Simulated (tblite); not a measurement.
C4H10AsB.
Z-matrix (Å and degrees, GFN2-xTB geometry), rows numbered from 1:
```
B 
C   1  1.5419
C   2  1.5292  1  120.05
C   3  1.5236  2  108.80  1   -69.48
C   4  1.5230  3  107.10  2   -53.88
As  5  1.9891  4  106.66  3    43.88
H   1  1.1720  2  121.25  3    14.37
H   1  1.1740  2  119.04  3  -167.68
H   2  1.0937  1  115.84  3   137.26
H   3  1.0960  2  110.15  1   171.30
H   3  1.0925  2  110.35  1    52.32
H   4  1.0920  3  109.09  2    64.87
H   4  1.0932  3  111.24  2  -175.95
H   5  1.0924  4  112.50  3   167.21
H   5  1.0955  4  109.86  3   -72.83
H   6  1.5180  2   95.82  1    19.78
```

Computed values, GFN2-xTB/tblite, gas phase, harmonic and unscaled. Against measured fundamentals such values can be off by several per cent, at times by over 20. Modes of hydrogen on arsenic and boron can be 10 to 20 % off. One conformer, not necessarily the lowest.

Harmonic wavenumbers (cm⁻¹): 102.9, 171.8, 259.3, 297.9, 370.8, 423.5, 462.4, 558.9, 586.3, 660.2, 678.1, 791.0, 826.3, 829.0, 878.7, 933.7, 968.0, 1006.4, 1034.2, 1050.5, 1110.2, 1123.0, 1140.2, 1192.3, 1226.3, 1245.3, 1293.9, 1317.6, 1337.3, 1453.6, 1485.1, 1495.2, 1826.2, 2596.6, 2626.6, 2912.8, 2917.1, 2928.9, 2949.6, 2954.7, 2967.2, 2978.9.

A = 3177, B = 2445, C = 1659 MHz; mass 144.009 u (most abundant isotopes); point group C1, symmetry number 1.

Task: Zero-point energy?

Result: ½Σν̃ = 27984 cm⁻¹ = 80.01 kcal/mol.

Task: What is S at 298.15 K and 1 bar for an ideal gas of classical rigid rotors and harmonic oscillators?

Result: Translation 40.83, rotation 27.61, vibration 14.93: S = 83.4 cal/(mol K).

Task: And Cp and H(298.15 K) − H(0)?

Result: Cp = 29.80 cal/(mol K), of which vibrations give 21.85 (their classical limit is 42 R = 83.5); H(298.15 K) − H(0) = 5.10 kcal/mol without the zero-point energy, 2.73 from vibrations.

Task: Blend soft modes into free rotors: weight 1/[1 + (100 cm⁻¹/ν̃)⁴] for the oscillator and the rest for a rotor with moment μB/(μ + B), μ = h/(8π²ν), B = 10⁻⁴⁴ kg m². What vibrational entropy results?

Result: 14.67 cal/(mol K) in place of 14.93, which changes −T·S at 298.15 K by +0.08 kcal/mol.

Task: How do the functions run with temperature in this model?

Result: 
```tsv
T (K)	S (cal/(mol K))	Cp (cal/(mol K))	H − H(0) (kcal/mol)	G − H(0) (kcal/mol)	ln q(vib)
100	62.3	12.7	0.97	-5.26	0.39
200	73.4	20.7	2.62	-12.06	1.51
300	83.6	30.0	5.15	-19.92	2.94
500	103.0	46.5	12.89	-38.59	6.33
800	128.6	62.1	29.41	-73.44	11.80
1000	143.2	68.8	42.54	-100.64	15.36
```

q(vib) and H(0) count from the zero-point level.

Task: What must be added to the electronic energy to get the Gibbs energy at 298.15 K and 1 bar?

Result: ZPE + [H(298.15 K) − H(0)] − T·S = 80.01 + 5.10 − 24.86 = 60.25 kcal/mol.

Hindered rotation and anharmonicity are outside this model. Other conformers, if any are populated, would add a mixing term that is left out. The structure is chiral; the term R ln 2 for an equal mix with its mirror image is left out.
